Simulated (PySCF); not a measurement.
BO, SMILES [B]=O (connectivity only; charge and spin as stated), charge +1, multiplicity 1.

Geometry: r2SCAN-D4/def2-TZVPD. The multiplicity is an assumed one; other spin states were not compared.

Two levels are set side by side: TDDFT-PBE/def2-TZVPD (PySCF) and TDDFT-ωB97X/def2-TZVPD (PySCF). Vertical, same geometry. The lowest singlet is HOMO−1→LUMO 100 % with PBE and HOMO→LUMO 100 % with the other functional; states are paired by order. Differences are taken from unrounded values.

```
quantity                               TDDFT-PBE
-------------------------------------  ---------
lowest singlet excitation (eV)              1.55
lowest triplet excitation (TDA) (eV)        0.80
first bright state (f over 0.05) (eV)      10.58
its oscillator strength                     0.08
```

Task: These are the TDDFT-PBE values. What does TDDFT-ωB97X give? (Estimate from the structure and the level; the computed values follow.)

Result: 
```csv
quantity,TDDFT-ωB97X,TDDFT-PBE minus TDDFT-ωB97X
lowest singlet excitation (eV),1.99,-0.44
lowest triplet excitation (TDA) (eV),1.59,-0.79
first bright state (f over 0.05) (eV),10.72,-0.14
its oscillator strength,0.07,0.01
```

A lower first singlet is the usual sign of a functional without exact exchange. Differences between two approximate levels are no errors against the true value.

Rough cost on one machine, each run with all the roots and properties that it gave: TDDFT-ωB97X against TDDFT-PBE about 3 times.
